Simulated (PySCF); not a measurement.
C5H4F2O.

```xyz
12

O      2.0868    -0.2214     0.0000
C      0.9830     0.2516     0.0000
C      0.5688     1.6633     0.0000
C     -0.7723     1.7489     0.0000
C     -1.4682     0.4197     0.0000
C     -0.3262    -0.5895     0.0000
F     -0.3521    -1.3858    -1.0882
F     -0.3521    -1.3858     1.0882
H      1.2773     2.4921     0.0000
H     -1.3323     2.6877     0.0000
H     -2.1055     0.2858    -0.8883
H     -2.1055     0.2858     0.8883
```

Geometry optimised at PBE0-D3(BJ)/def2-SVP. The structure was generated by enumeration, and PubChem lists no compound with its InChIKey, so it may never have been made. One conformer was computed; it need not be the lowest.

Calculation: PBE0/pcSseg-1 in PySCF. Non-relativistic, no solvent.

Question: Give the absolute GIAO shielding of each atom: isotropic value and principal components (ppm). (An estimate is asked for; the answer gives what the named calculation found.)

Answer: 
```csv
atom,σ(iso),σ11,σ22,σ33,span
O1,-309.3,-904.1,-392.1,368.3,1272.4
C2,-13.0,-100.0,-9.0,70.0,170.0
C3,44.3,-57.1,48.2,141.9,199.0
C4,14.9,-120.5,9.2,156.0,276.5
C5,140.9,126.2,138.7,157.9,31.7
C6,70.1,48.9,74.5,86.8,37.9
F7,305.0,209.7,333.2,372.2,162.5
F8,305.0,209.7,333.2,372.2,162.5
H9,24.9,23.5,24.3,26.8,3.4
H10,23.5,21.0,23.6,25.8,4.8
H11,28.3,24.9,27.5,32.6,7.7
H12,28.3,24.9,27.5,32.6,7.7
```
